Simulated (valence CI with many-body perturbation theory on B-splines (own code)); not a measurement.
# Ho52+: electric-dipole lines

Level of theory: valence CI with perturbative core correlation (CI+MBPT): five valence electrons over a frozen Dirac-Fock core [Ne], radial functions for each j: 11 s, 11 p, 10 d, 8 f, 5 g, 2 h, with the one-electron correlation potential Σ1, the two-electron term Σ2, the three-electron term Σ3, Breit, model QED; selected CI, second order for the rest, scaled by the run's own slope (own B-spline code, finite nucleus).

The last digits are not significant, and no measured levels were compared; by estimate large intervals hold to a few tenths of a per cent, small ones and those within an open d or f shell to about a per cent. Among the levels kept, up to 3200 cm⁻¹ of a level comes from second order outside the variational space, and about a tenth of that is noise between levels of different J, which matters for small intervals.

Lines 101 to 150 of 570 in falling wavelength, among levels below 986.23 eV, chosen from the strongest by gf and those to the six lowest levels. Wavelengths and rates use the calculated energies. Electric multipoles are in the length gauge, E1 and E2 with the static RPA response of the core. Weak lines are less certain than strong ones. Lines between different terms over intervals too small for the method are left out, as are lines whose strength nearly cancels. The highest levels of a list are the least certain.

Levels are named by their leading jj configuration (3d3/2^4 stands for four electrons in 3d with j = 3/2), which in mixed levels can hold well under half, so a name can repeat and another be missing. Letters in brackets count levels of one name in rising energy.

```tsv
λ vac (nm)	Upper	Lower	A (s⁻¹)	S (a.u.) with core polarisation	S without
5.481	(3s^2 3p1/2 3p3/2 3d3/2) J=5/2 [b]	(3s^2 3p1/2 3p3/2^2) J=5/2	2.23e+09	1.09e-03	1.10e-03
5.350	(3s^2 3p3/2 3d3/2 3d5/2) J=5/2 [d]	(3s^2 3p3/2^2 3d5/2) J=3/2	3.36e+10	1.52e-02	1.54e-02
5.308	(3s 3p1/2^2 3d3/2 3d5/2) J=9/2	(3s 3p1/2^2 3p3/2 3d5/2) J=9/2	2.42e+10	1.78e-02	1.81e-02
5.291	(3s^2 3p1/2 3p3/2 3d3/2) J=3/2 [b]	(3s^2 3p1/2 3p3/2^2) J=5/2	7.40e+08	2.16e-04	2.22e-04
5.238	(3s^2 3p1/2 3p3/2 3d5/2) J=3/2 [a]	(3s^2 3p1/2 3p3/2^2) J=1/2	9.23e+08	2.62e-04	2.65e-04
5.235	(3s^2 3p1/2 3p3/2 3d3/2) J=5/2 [b]	(3s^2 3p1/2 3p3/2^2) J=3/2	1.17e+09	4.95e-04	5.03e-04
5.151	(3s^2 3p1/2 3p3/2 3d5/2) J=7/2 [a]	(3s^2 3p1/2 3p3/2^2) J=5/2	6.50e+08	3.51e-04	3.56e-04
5.106	(3s 3p1/2^2 3d5/2^2) J=5/2	(3s 3p1/2^2 3p3/2 3d5/2) J=3/2 [b]	3.00e+10	1.18e-02	1.20e-02
5.065	(3s^2 3p3/2 3d5/2^2) J=7/2	(3s^2 3p3/2^2 3d5/2) J=5/2 [a]	3.52e+10	1.81e-02	1.83e-02
5.062	(3s^2 3p1/2 3p3/2 3d3/2) J=1/2 [b]	(3s^2 3p1/2 3p3/2^2) J=3/2	5.61e+09	7.18e-04	7.29e-04
5.051	(3s 3p1/2^2 3p3/2 3d5/2) J=3/2 [a]	(3s 3p1/2^2 3p3/2^2) J=3/2	3.36e+10	8.54e-03	8.65e-03
5.050	(3s 3p1/2^2 3d5/2^2) J=9/2	(3s 3p1/2^2 3p3/2 3d5/2) J=7/2 [b]	3.55e+10	2.26e-02	2.29e-02
4.995	(3s^2 3p1/2 3d5/2^2) J=3/2	(3s^2 3p1/2 3p3/2 3d5/2) J=1/2	6.42e+10	1.58e-02	1.60e-02
4.981	(3s 3p1/2^2 3d5/2^2) J=7/2	(3s 3p1/2^2 3p3/2 3d5/2) J=5/2 [b]	1.69e+11	8.26e-02	8.38e-02
4.962	(3s^2 3p1/2 3d5/2^2) J=7/2	(3s^2 3p1/2 3p3/2 3d5/2) J=5/2 [b]	2.10e+11	1.01e-01	1.03e-01
4.956	(3s^2 3p1/2 3p3/2 3d5/2) J=3/2 [a]	(3s^2 3p1/2 3p3/2^2) J=5/2	1.07e+10	2.57e-03	2.61e-03
4.935	(3s^2 3p1/2 3d5/2^2) J=9/2	(3s^2 3p1/2 3p3/2 3d5/2) J=7/2 [b]	1.79e+11	1.06e-01	1.08e-01
4.927	(3s^2 3p1/2 3d5/2^2) J=5/2	(3s^2 3p1/2 3p3/2 3d5/2) J=3/2 [b]	7.58e+10	2.69e-02	2.72e-02
4.927	(3s 3p1/2^2 3d3/2 3d5/2) J=3/2 [b]	(3s 3p1/2^2 3p3/2 3d3/2) J=1/2 [b]	3.42e+10	8.08e-03	8.19e-03
4.895	(3s 3p1/2^2 3d5/2^2) J=3/2	(3s 3p1/2^2 3p3/2 3d5/2) J=3/2 [b]	5.78e+10	1.34e-02	1.36e-02
4.886	(3s^2 3p1/2 3p3/2 3d5/2) J=5/2 [a]	(3s^2 3p1/2 3p3/2^2) J=5/2	5.29e+10	1.83e-02	1.85e-02
4.885	(3s 3p1/2 3p3/2^2 3d5/2) J=3/2 [a]	(3s 3p1/2 3p3/2^3) J=5/2	3.93e+10	9.05e-03	9.18e-03
4.885	(3s^2 3p3/2 3d3/2 3d5/2) J=7/2 [a]	(3s^2 3p3/2^2 3d3/2) J=7/2	1.94e+10	8.91e-03	9.03e-03
4.871	(3s 3p1/2^2 3d5/2^2) J=3/2	(3s 3p1/2^2 3p3/2 3d5/2) J=5/2 [b]	3.50e+10	7.98e-03	8.09e-03
4.858	(3s 3p1/2 3p3/2^2 3d5/2) J=7/2 [b]	(3s 3p1/2 3p3/2^3) J=5/2	1.85e+10	8.36e-03	8.47e-03
4.847	(3s^2 3p1/2 3d3/2 3d5/2) J=7/2 [a]	(3s^2 3p1/2 3p3/2 3d3/2) J=7/2	2.98e+10	1.34e-02	1.36e-02
4.833	(3s 3p1/2^2 3d3/2 3d5/2) J=7/2 [b]	(3s 3p1/2^2 3p3/2 3d3/2) J=5/2 [b]	1.08e+11	4.82e-02	4.88e-02
4.819	(3s^2 3p3/2 3d3/2 3d5/2) J=5/2 [a]	(3s^2 3p3/2^2 3d3/2) J=3/2 [a]	2.78e+10	9.20e-03	9.33e-03
4.814	(3s^2 3p3/2 3d3/2 3d5/2) J=3/2 [a]	(3s^2 3p3/2^2 3d3/2) J=3/2 [a]	3.63e+10	8.00e-03	8.11e-03
4.806	(3s 3p1/2^2 3d3/2 3d5/2) J=1/2	(3s 3p1/2^2 3p3/2 3d3/2) J=1/2 [b]	1.05e+11	1.15e-02	1.16e-02
4.805	(3s^2 3p3/2 3d3/2 3d5/2) J=5/2 [b]	(3s^2 3p3/2^2 3d3/2) J=3/2 [a]	3.04e+10	9.97e-03	1.01e-02
4.783	(3s^2 3p1/2 3d5/2^2) J=5/2	(3s^2 3p1/2 3p3/2 3d5/2) J=7/2 [b]	4.66e+10	1.51e-02	1.53e-02
4.777	(3s 3p1/2^2 3d5/2^2) J=3/2	(3s 3p1/2^2 3p3/2 3d5/2) J=1/2	8.10e+10	1.74e-02	1.77e-02
4.760	(3s^2 3p1/2 3d3/2 3d5/2) J=5/2 [b]	(3s^2 3p1/2 3p3/2 3d3/2) J=3/2 [b]	1.13e+11	3.62e-02	3.67e-02
4.756	(3s 3p1/2^2 3d5/2^2) J=9/2	(3s 3p1/2^2 3p3/2 3d5/2) J=7/2 [a]	1.43e+11	7.58e-02	7.69e-02
4.756	(3s^2 3p3/2 3d3/2 3d5/2) J=5/2 [b]	(3s^2 3p3/2^2 3d3/2) J=5/2	2.40e+10	7.64e-03	7.75e-03
4.755	(3s^2 3p1/2 3p3/2 3d5/2) J=3/2 [a]	(3s^2 3p1/2 3p3/2^2) J=3/2	8.28e+10	1.76e-02	1.78e-02
4.752	(3s 3p1/2^2 3d5/2^2) J=7/2	(3s 3p1/2^2 3p3/2 3d5/2) J=7/2 [b]	6.13e+10	2.60e-02	2.63e-02
4.748	(3s^2 3p3/2 3d3/2 3d5/2) J=7/2 [b]	(3s^2 3p3/2^2 3d3/2) J=7/2	7.96e+10	3.36e-02	3.41e-02
4.730	(3s 3p1/2^2 3d3/2 3d5/2) J=5/2 [b]	(3s 3p1/2^2 3p3/2 3d3/2) J=3/2 [b]	7.21e+10	2.26e-02	2.29e-02
4.707	(3s 3p1/2^2 3p3/2 3d5/2) J=5/2 [a]	(3s 3p1/2^2 3p3/2^2) J=5/2	9.61e+10	2.97e-02	3.01e-02
4.707	(3s^2 3p1/2^2 3d5/2) J=5/2	(3s^2 3p1/2^2 3p3/2) J=3/2	1.32e+11	4.06e-02	4.12e-02
4.697	(3s^2 3p3/2 3d3/2 3d5/2) J=5/2 [c]	(3s^2 3p3/2^2 3d3/2) J=3/2 [b]	2.78e+10	8.53e-03	8.65e-03
4.695	(3s^2 3p3/2 3d5/2^2) J=11/2	(3s^2 3p3/2^2 3d5/2) J=9/2	1.65e+11	1.01e-01	1.02e-01
4.690	(3s^2 3p1/2 3p3/2 3d5/2) J=5/2 [a]	(3s^2 3p1/2 3p3/2^2) J=3/2	2.73e+10	8.34e-03	8.45e-03
4.686	(3s^2 3p3/2 3d5/2^2) J=5/2	(3s^2 3p3/2^2 3d5/2) J=7/2	4.39e+10	1.34e-02	1.36e-02
4.673	(3s^2 3p3/2 3d3/2^2) J=3/2 [a]	(3s 3p1/2 3p3/2^3) J=3/2 [b]	4.37e+10	8.80e-03	8.93e-03
4.663	(3s 3p1/2^2 3p3/2 3d5/2) J=1/2	(3s 3p1/2^2 3p3/2^2) J=1/2	1.90e+11	1.90e-02	1.92e-02
4.657	(3s 3p1/2 3p3/2^2 3d5/2) J=3/2 [b]	(3s 3p1/2 3p3/2^3) J=5/2	7.61e+10	1.52e-02	1.54e-02
4.650	(3s^2 3p1/2 3d3/2 3d5/2) J=7/2 [a]	(3s^2 3p1/2 3p3/2 3d3/2) J=5/2 [a]	1.26e+11	5.01e-02	5.08e-02
```
